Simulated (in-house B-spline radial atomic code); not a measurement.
Radial electron density of Tm, [Xe] 4f13 6s2. All numbers are computed (scalar-relativistic (X2C) B3LYP, spin-polarised, spherical fractional occupations, exact exchange averaged over the configuration; Fermi nucleus of rms radius 5.2256 fm) with an all-electron radial atomic-structure program (B-spline basis), not measured.

One-electron X2C: radii and densities carry no picture-change correction, so inner-shell <1/r> comes out high (for 1s by about 2 % at Z = 33, 5 % at 54, 10 % at 75, 30 % at 118) and <r> low.

Columns: r (bohr), 4πr²n(r) (electrons per bohr), bar.

```
0.000459    2.971 #
0.000577    4.135 #
0.000726    5.738 ##
0.000913    7.919 ###
 0.00115    10.89 ####
 0.00144    14.73 #####
 0.00182       20 #######
 0.00229    26.66 #########
 0.00288    34.97 ############
 0.00362    44.97 ################
 0.00455    56.42 ####################
 0.00573    68.75 ########################
  0.0072    80.48 #############################
 0.00906    89.96 ################################
  0.0114     95.1 ##################################
  0.0143    94.65 ##################################
   0.018    89.38 ################################
  0.0227    83.16 ##############################
  0.0285    82.53 #############################
  0.0359    92.37 #################################
  0.0452    110.1 #######################################
  0.0568    123.6 ############################################
  0.0715    120.2 ###########################################
  0.0899    103.4 #####################################
   0.113     94.1 ##################################
   0.142    104.1 #####################################
   0.179    111.4 ########################################
   0.225    90.07 ################################
   0.283    59.11 #####################
   0.356    53.42 ###################
   0.448     62.4 ######################
   0.564    55.15 ####################
   0.709    35.19 #############
   0.892    20.77 #######
    1.12    14.25 #####
    1.41    9.505 ###
    1.78    5.001 ##
    2.23    2.216 #
    2.81    1.076 
    3.53   0.7198 
    4.45   0.4687 
    5.59   0.2274 
    7.04  0.07189 
    8.85  0.01386 
    11.1 0.001517 
      14 7.627e-05
```

On this grid the curve has 4 maxima, near 0.0114, 0.0568, 0.179, 0.448 bohr.

The 6s up radial function P(r) = rR(r), positive near the nucleus:

| r (bohr) | P |
| --- | --- |
| 0.00029 | 0.00736 |
| 0.000459 | 0.0103 |
| 0.000726 | 0.0143 |
| 0.00115 | 0.01964 |
| 0.00182 | 0.02648 |
| 0.00288 | 0.03466 |
| 0.00455 | 0.04306 |
| 0.0072 | 0.04876 |
| 0.0114 | 0.04569 |
| 0.018 | 0.02523 |
| 0.0285 | -0.01758 |
| 0.0452 | -0.06419 |
| 0.0715 | -0.05606 |
| 0.113 | 0.04254 |
| 0.179 | 0.0976 |
| 0.283 | -0.05884 |
| 0.448 | -0.1304 |
| 0.709 | 0.1395 |
| 1.12 | 0.2147 |
| 1.78 | -0.1754 |
| 2.81 | -0.5293 |
| 4.45 | -0.4748 |
| 7.04 | -0.1884 |
| 11.1 | -0.02733 |
